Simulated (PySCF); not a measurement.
Magnetic susceptibility: SMILES N#CCC[P@H+]1C(F)=C1[SiH3], [C5H8FNPSi]+, charge +1

Geometry:
| atom | x (Å) | y (Å) | z (Å) |
| --- | --- | --- | --- |
| N1 | 0.141 | 2.043 | 0.760 |
| C2 | -0.852 | 1.609 | 0.396 |
| C3 | -2.034 | 0.948 | -0.090 |
| C4 | -1.627 | -0.305 | -0.877 |
| P5 | -0.588 | -1.453 | 0.138 |
| C6 | 1.114 | -1.994 | -0.341 |
| F7 | 1.599 | -3.072 | -0.840 |
| C8 | 1.158 | -0.775 | 0.103 |
| Si9 | 2.513 | 0.595 | 0.513 |
| H10 | -2.675 | 0.695 | 0.760 |
| H11 | -2.593 | 1.627 | -0.740 |
| H12 | -1.042 | -0.045 | -1.765 |
| H13 | -2.520 | -0.845 | -1.202 |
| H14 | -0.861 | -1.301 | 1.486 |
| H15 | 2.329 | 1.557 | -0.560 |
| H16 | 3.718 | -0.223 | 0.361 |
| H17 | 2.213 | 0.952 | 1.887 |

Total charge +1.

Computed, not measured: GIAO PBE/pcSseg-1 magnetisability, rotational g tensor and spin-rotation constants, non-relativistic, gas phase in PySCF 2.14.0. Geometry: GFN2-xTB.

For an ion the centre-of-mass motion in the field is neglected.

Question: How diamagnetic is it, and how anisotropic?

Answer: Isotropic -1428 × 10⁻³⁰ J/T², or -86.0 × 10⁻⁶ cm³/mol; principal values -1541, -1393, -1349 × 10⁻³⁰ J/T², anisotropy 174 × 10⁻³⁰ J/T² (root of half the summed squared differences of the principal values). The susceptibility is in cgs units.

Question: Split it along the inertial axes a, b, c into diamagnetic and paramagnetic parts about the centre of mass, with the quadrupole moment.

Answer: 
```csv
axis,χ (10⁻⁶ cm³/mol),diamagnetic (10⁻⁶ cm³/mol),paramagnetic (10⁻⁶ cm³/mol),summed x² of all electrons (Å²),quadrupole Θ (D Å)
a,-83.4,-974.5,891.1,251.0,+2.50
b,-86.9,-1195.5,1108.5,198.9,+7.12
c,-87.6,-1909.0,1821.4,30.8,-9.62
```
Anisotropies 2χaa − χbb − χcc = +7.8 and 2χbb − χaa − χcc = -2.8 × 10⁻⁶ cm³/mol. Θ is traceless in Buckingham's convention.

Question: And the rotational g tensor?

Answer: 
| axis | rotational constant (GHz) | g | nuclear part | electronic part |
| --- | --- | --- | --- | --- |
| a | 1.3684 | -0.0083 | 0.5645 | -0.5728 |
| b | 1.0297 | -0.0059 | 0.5304 | -0.5362 |
| c | 0.6252 | -0.0005 | 0.5345 | -0.5350 |

Asymmetric top; isotopes 12C, 19F, 1H, 14N, 31P, 28Si; no vibrational averaging.
